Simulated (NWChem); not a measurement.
Correlation energy of BN

```xyz
2

B      0.0000     0.0000     0.7682
N      0.0000     0.0000    -0.5487
```
Charge 0, spin multiplicity 3.

Program: NWChem. Structure: optimised with UPBE0/def2-SVP, a minimum by its harmonic frequencies.

Basis set: cc-pVDZ. Each correlation energy counts from its own Hartree-Fock reference.

The correlated methods keep 2 core orbitals frozen. This spin state was chosen for the runs; another may lie lower. The structure started from a generated list of species. The unpaired electrons of the parent sit in orbitals of symmetry a1 and b1 (C2v labels of the run); other states weren't searched. The stability of the SCF solutions was not checked. Open-shell Hartree-Fock references start from PBE0 orbitals. Coupled-cluster values serve here as a point of comparison, not as the truth.

### Question
One of these methods gave a correlation energy of -176.7 mHa. Which?
(A) CCSD(T) on ROHF
(B) URI-MP2
(C) CCSD(T) on UHF
(D) CCSD[T] on ROHF

### Answer
B, URI-MP2. The others give -214.2 (CCSD[T] on ROHF), -207.5 (CCSD(T) on UHF), -212.4 (CCSD(T) on ROHF).
